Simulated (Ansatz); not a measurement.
C₄F₈, SMILES `F/C(=C(\F)C(F)(F)F)C(F)(F)F`, 12 atoms. Charge 0, multiplicity 1. Hardware: A = 4 threads of an AMD EPYC 7R13 on a shared host; B = 4 threads of an AMD EPYC 7R13 on a shared host and a share of an NVIDIA H100 80 GB. Correlated methods freeze the cores. Open-shell runs search over several starts.

(1) Give the basis size and wall time and peak host memory of each of these runs in Ansatz. RKS SPW92 (LDA)/def2-TZVPP energy [B]; RKS PBE0-D4/def2-SVP energy [A]; RHF-CCSD(T)/def2-SVP energy [B]; RKS HSE06 (plane-wave form)-D4/def2-TZVPP energy [B]; UKS r2SCAN-D4/def2-TZVPP energy of the cation [B]; UKS B2PLYP (frozen core)/def2-TZVPP energy of the cation [B]; UKS PBE0-D4/def2-TZVPP energy of the cation [B]; RKS ωB97X-V/def2-TZVPP energy [B]; UKS ωB97M-V/def2-TZVPP energy of the cation [B]; RKS PBE0-D4/def2-TZVP relaxation (7 steps) [B]; RKS PBE0-D4/def2-TZVP frequencies [B]; UKS PBE-D4/def2-TZVPP energy of the cation [B]. (Estimate.)

## Answers

(1) Ansatz gave: Other jobs shared the machine, so times are rough.

| level | job | functions | wall time | peak host memory (GiB) |
| --- | --- | --- | --- | --- |
| RKS PBE0-D4/def2-SVP | energy [A] | 168 | 2.3 s | 0.77 |
| RKS HSE06 (plane-wave form)-D4/def2-TZVPP | energy [B] | 372 | 2.4 s | 0.9 |
| RKS ωB97X-V/def2-TZVPP | energy [B] | 372 | 3.4 s | 0.97 |
| RHF-CCSD(T)/def2-SVP | energy [B] | 168 | 3.9 s | 0.8 |
| RKS SPW92 (LDA)/def2-TZVPP | energy [B] | 372 | 6 s | 0.87 |
| UKS PBE0-D4/def2-TZVPP | energy of the cation [B] | 372 | 8 s | 0.95 |
| UKS r2SCAN-D4/def2-TZVPP | energy of the cation [B] | 372 | 9.5 s | 1 |
| UKS PBE-D4/def2-TZVPP | energy of the cation [B] | 372 | 11 s | 0.96 |
| UKS B2PLYP (frozen core)/def2-TZVPP | energy of the cation [B] | 372 | 11 s | 1.8 |
| UKS ωB97M-V/def2-TZVPP | energy of the cation [B] | 372 | 14 s | 1.2 |
| RKS PBE0-D4/def2-TZVP | relaxation (7 steps) [B] | 372 | 14 s | 1 |
| RKS PBE0-D4/def2-TZVP | frequencies [B] | 372 | 2.4 min | 1 |
